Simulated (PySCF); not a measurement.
Molfile (atoms numbered from 1):
```
C4H11ClSi2
     RDKit          3D

 18 17  0  0  0  0  0  0  0  0999 V2000
   -0.9380    1.6043   -0.3092 C   0  0  0  0  0  0  0  0  0  0  0  0
   -1.3351    0.3306   -0.1804 C   0  0  0  0  0  0  0  0  0  0  0  0
   -2.6512   -0.0460    0.4363 C   0  0  0  0  0  0  0  0  0  0  0  0
   -0.2412   -1.0591   -0.7952 Si  0  0  2  0  0  4  0  0  0  0  0  0
    0.0051   -2.3971    0.7928 Cl  0  0  0  0  0  0  0  0  0  0  0  0
    1.4407   -0.4944   -1.3754 C   0  0  0  0  0  0  0  0  0  0  0  0
    2.6879    0.0101   -0.0512 Si  0  0  0  0  0  4  0  0  0  0  0  0
    0.0249    1.8804   -0.7492 H   0  0  0  0  0  0  0  0  0  0  0  0
   -1.5673    2.4364    0.0304 H   0  0  0  0  0  0  0  0  0  0  0  0
   -3.2908   -0.5782   -0.2875 H   0  0  0  0  0  0  0  0  0  0  0  0
   -2.5010   -0.7332    1.2845 H   0  0  0  0  0  0  0  0  0  0  0  0
   -3.2003    0.8378    0.7944 H   0  0  0  0  0  0  0  0  0  0  0  0
   -0.9493   -1.8308   -1.8596 H   0  0  0  0  0  0  0  0  0  0  0  0
    1.8894   -1.3124   -1.9643 H   0  0  0  0  0  0  0  0  0  0  0  0
    1.2928    0.3464   -2.0760 H   0  0  0  0  0  0  0  0  0  0  0  0
    3.8956    0.5973   -0.7109 H   0  0  0  0  0  0  0  0  0  0  0  0
    3.1096   -1.1773    0.7461 H   0  0  0  0  0  0  0  0  0  0  0  0
    2.1064    1.0360    0.8656 H   0  0  0  0  0  0  0  0  0  0  0  0
  1  2  2  0
  2  3  1  0
  2  4  1  0
  4  5  1  0
  4  6  1  0
  6  7  1  0
  1  8  1  0
  1  9  1  0
  3 10  1  0
  3 11  1  0
  3 12  1  0
  4 13  1  6
  6 14  1  0
  6 15  1  0
  7 16  1  0
  7 17  1  0
  7 18  1  0
M  END
```

Geometry: PBE0-D3(BJ)/def2-SVP; GIAO absolute shieldings from PySCF 2.14, gas phase, non-relativistic, averaged over equivalent atoms.

At KT3/pcSseg-1 (195 basis functions, 44 s wall time on 1 thread of an Arm Neoverse V1, shared host):
```
      atoms  σ (ppm)
         C2     44.1
         C1     58.4
         C3    157.8
         C6    190.5
        Si4    361.7
        Si7    435.6
        Cl5    947.4
         H9    25.52
         H8    25.94
        H13    26.01
H16/H17/H18    27.39
H10/H11/H12    29.31
        H14    31.04
        H15    31.17
```

Q: What do these become at PBE0/pcSseg-1?

A: 
| atoms | σ at PBE0/pcSseg-1 | change |
| --- | --- | --- |
| C2 | 33.6 | -10.5 |
| C1 | 47.4 | -11.0 |
| C3 | 160.3 | +2.5 |
| C6 | 193.9 | +3.4 |
| Si4 | 344.0 | -17.7 |
| Si7 | 423.2 | -12.4 |
| Cl5 | 957.8 | +10.4 |
| H9 | 25.24 | -0.28 |
| H8 | 25.68 | -0.26 |
| H13 | 25.91 | -0.10 |
| H16/H17/H18 | 27.21 | -0.18 |
| H10/H11/H12 | 29.24 | -0.07 |
| H14 | 31.00 | -0.04 |
| H15 | 31.21 | +0.04 |

The largest change is at Si4 (silicon bonded to 2 C, Cl, H). Cost: 195 basis functions, 38 s wall time on 1 thread of an Arm Neoverse V1, shared host. The order of the carbon signals is the same at both levels.
